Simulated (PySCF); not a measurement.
Sn(F)(Cl)(NH2)2 (ClFH₄N₂Sn), SMILES [NH2][Sn]([NH2])([F])[Cl].

The structure is a stationary point at r2SCAN-D4/def2-SVP. The structure was generated by enumeration; whether it is a known compound was not checked. The def2 effective core potentials stand for the cores of Sn; spin–orbit coupling is left out. The values are those of a single conformer.

These are TDDFT-PBE/def2-SVPD (PySCF) values and carry that method's errors.

Vertical excitations. Gas-phase values at a fixed geometry.

```json
[
 {"state": "S1", "energy (eV)": "4.42", "λ (nm)": "281", "f": "0.035", "main pairs": "HOMO→LUMO 53 %, HOMO−1→LUMO 44 %"},
 {"state": "S2", "energy (eV)": "4.48", "λ (nm)": "277", "f": "0.057", "main pairs": "HOMO−1→LUMO 53 %, HOMO→LUMO 44 %"},
 {"state": "S3", "energy (eV)": "5.16", "λ (nm)": "240", "f": "0.017", "main pairs": "HOMO−2→LUMO 98 %"},
 {"state": "S4", "energy (eV)": "5.26", "λ (nm)": "236", "f": "0.015", "main pairs": "HOMO−3→LUMO 98 %"},
 {"state": "S5", "energy (eV)": "6.09", "λ (nm)": "203", "f": "0.025", "main pairs": "HOMO−4→LUMO 80 %, HOMO−5→LUMO 15 %"},
 {"state": "S6", "energy (eV)": "6.16", "λ (nm)": "201", "f": "0.038", "main pairs": "HOMO−5→LUMO 79 %, HOMO−4→LUMO 14 %"},
 {"state": "S7", "energy (eV)": "6.52", "λ (nm)": "190", "f": "0.007", "main pairs": "HOMO→LUMO+1 62 %, HOMO→LUMO+2 21 %, HOMO−1→LUMO+1 12 %"},
 {"state": "S8", "energy (eV)": "6.59", "λ (nm)": "188", "f": "0.030", "main pairs": "HOMO−1→LUMO+1 56 %, HOMO→LUMO+2 23 %, HOMO−1→LUMO+2 18 %"},
 {"state": "S9", "energy (eV)": "6.77", "λ (nm)": "183", "f": "0.033", "main pairs": "HOMO→LUMO+2 35 %, HOMO→LUMO+1 29 %, HOMO−1→LUMO+1 18 %, HOMO−7→LUMO 11 %"},
 {"state": "S10", "energy (eV)": "6.84", "λ (nm)": "181", "f": "0.015", "main pairs": "HOMO→LUMO+3 67 %, HOMO−1→LUMO+2 15 %"},
 {"state": "T1", "energy (eV)": "3.84", "λ (nm)": "323", "f": "0", "main pairs": "HOMO→LUMO 98 %"},
 {"state": "T2", "energy (eV)": "3.94", "λ (nm)": "315", "f": "0", "main pairs": "HOMO−1→LUMO 98 %"},
 {"state": "T3", "energy (eV)": "4.83", "λ (nm)": "257", "f": "0", "main pairs": "HOMO−2→LUMO 100 %"},
 {"state": "T4", "energy (eV)": "4.94", "λ (nm)": "251", "f": "0", "main pairs": "HOMO−3→LUMO 100 %"}
]
```
Triplets are in the Tamm–Dancoff approximation, which puts them higher than full response would, so one can lie above its singlet here.
